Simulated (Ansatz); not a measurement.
Errors in the dipole moment

8 molecules holding an element past argon; the dipole moment in D, computed less measured. Shapes, held fixed at every level: PBE0-D4/def2-TZVP. No vibrational averaging. Dipoles are compared by magnitude; molecules under 1 D, whose direction can flip, are left out. Programs: Ansatz 0.2.0. Measured values: NIST CCCBDB.

Levels: A = PBE-D4/def2-TZVPP; B = B3LYP-D4/def2-TZVPP; C = wB97M-V/def2-TZVPP.

```tsv
molecule	measured	A	B	C
BrF (bromine fluoride)	1.42	-0.18	-0.02	+0.02
CuF (fluorocopper)	5.77	-1.19	-0.67	-0.38
AsF3 (SMILES F[As](F)F)	2.59	-0.32	-0.06	-0.06
CH2Br2 (SMILES BrCBr)	1.43	0.00	+0.06	+0.07
CH3I (methyl iodide)	1.62	+0.03	+0.06	+0.05
CHBrF2 (SMILES FC(F)Br)	1.50	-0.22	-0.13	-0.13
C2H3Br (vinyl bromide)	1.42	-0.09	0.00	+0.05
C2H5Br (bromoethane)	2.03	+0.04	+0.10	+0.10
```

(1) Sum up the errors.

## Answers

(1) 
```
              level                    kind  mean error  mean absolute error  worst case
  PBE-D4/def2-TZVPP                     GGA      -0.241                0.259         CuF
B3LYP-D4/def2-TZVPP           global hybrid      -0.083                0.138         CuF
 wB97M-V/def2-TZVPP  range-separated hybrid      -0.035                0.108         CuF
```

On this set wB97M-V/def2-TZVPP has the smallest mean absolute error and PBE-D4/def2-TZVPP the largest. PBE-D4/def2-TZVPP is too low in 5 of 8. All levels miss CuF on one side: the cause may be the shape, the tabulated value or an error that the levels share. For atoms past krypton def2 sets carry core potentials with scalar relativity. Relativity is left out for As, Br, Cu. The set is small.
